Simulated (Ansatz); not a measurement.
`[SiH3][BH][GaH2]` at its PBE0-D4/def2-TZVP geometry, where that method's forces vanish. Total charge 0; spin multiplicity 1.

| atom | x (Å) | y (Å) | z (Å) |
| --- | --- | --- | --- |
| Si1 | 0.937 | 1.189 | 0.516 |
| B2 | 0.294 | -0.693 | 0.244 |
| Ga3 | -1.360 | -1.211 | -0.865 |
| H4 | 0.379 | 2.182 | -0.443 |
| H5 | 2.422 | 1.307 | 0.494 |
| H6 | 0.460 | 1.566 | 1.882 |
| H7 | 0.919 | -1.538 | 0.824 |
| H8 | -1.239 | -1.579 | -2.392 |
| H9 | -2.812 | -1.223 | -0.259 |

(1) For each bond, give half the difference of the two atoms' forces along it (eV/Å; positive pushes the atoms apart) under PBE-D4, r2SCAN-D4, B3LYP-D4, ωB97M-V in def2-TZVPP. (An estimate is asked.)

Answers

(1) Computed: 
| bond | length (Å) | PBE-D4 | r2SCAN-D4 | B3LYP-D4 | ωB97M-V |
| --- | --- | --- | --- | --- | --- |
| Si1–B2 | 2.007 | -0.07 | 0.03 | 0.07 | 0.08 |
| Si1–H4 | 1.489 | 0.07 | -0.03 | -0.06 | -0.09 |
| Si1–H5 | 1.490 | 0.11 | -0.01 | -0.06 | -0.12 |
| Si1–H6 | 1.495 | 0.13 | 0.00 | -0.07 | -0.13 |
| B2–Ga3 | 2.057 | -0.18 | -0.10 | 0.08 | 0.12 |
| B2–H7 | 1.200 | 0.14 | 0.02 | -0.15 | -0.15 |
| Ga3–H8 | 1.575 | 0.10 | -0.04 | -0.01 | -0.11 |
| Ga3–H9 | 1.574 | 0.10 | -0.04 | -0.01 | -0.11 |

B3LYP here is the variant with VWN-RPA as its local correlation; programs differ in this.
